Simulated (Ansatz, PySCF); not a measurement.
System: H6S, net charge 0, singlet state. 
Geometry from a B3LYP-D3(BJ)/def2-TZVP (Ansatz, an electronic-structure program) optimisation:
```xyz
7

S      0.0000     0.0000     0.0000
H      1.4140    -0.0061     0.0019
H     -1.4140     0.0061    -0.0019
H      0.0062     1.4140    -0.0126
H     -0.0062    -1.4140     0.0126
H     -0.0018     0.0126     1.4140
H      0.0018    -0.0126    -1.4140
```

Total electronic energies in hartree. Correlated levels leave the core frozen unless marked. Spin-orbit coupling is left out. Non-relativistic. Basis-set limits of correlation are two-point, X^-3; Hartree-Fock from the larger set. The bracket is a focal-point correction in the basis named.

```tsv
level	program	energy (Eh)
PBE-D3(BJ)/def2-TZVPD	Ansatz + dftd3	-401.40781
BP86-D4/def2-TZVPD	PySCF + dftd4	-401.64696
r2SCAN-D3(BJ)/def2-TZVPD	Ansatz + dftd3	-401.55570
B3LYP-D4/def2-TZVPD	Ansatz + dftd4	-401.61779
PW6B95-D3(BJ)/def2-TZVPD	PySCF + dftd3	-401.90886
LC-wPBE-D4/def2-TZVPD	Ansatz + dftd4	-401.48244
B2PLYP-D3(BJ)/def2-TZVPD	Ansatz + dftd3	-401.43543
RI-MP2/CBS(cc-pV(T+d)Z,cc-pV(Q+d)Z)	Ansatz	-401.0990
CCSD/def2-SVP	Ansatz	-400.86283
CCSD/def2-TZVPP	Ansatz	-401.08891
CCSD(T)/aug-cc-pV(D+d)Z	Ansatz	-401.03451
CCSD(T)/cc-pV(T+d)Z	Ansatz	-401.10577
CCSD(T)/def2-TZVPPD	Ansatz	-401.10090
RI-MP2/CBS(aug-cc-pV(T+d)Z,aug-cc-pV(Q+d)Z)+[CCSD(T)-MP2]/aug-cc-pV(D+d)Z	Ansatz	-401.1462
CCSD(T)/CBS(cc-pV(T+d)Z,cc-pV(Q+d)Z)	Ansatz	-401.1426
```

Totals of different functionals don't rank their quality; only differences between species are comparable.
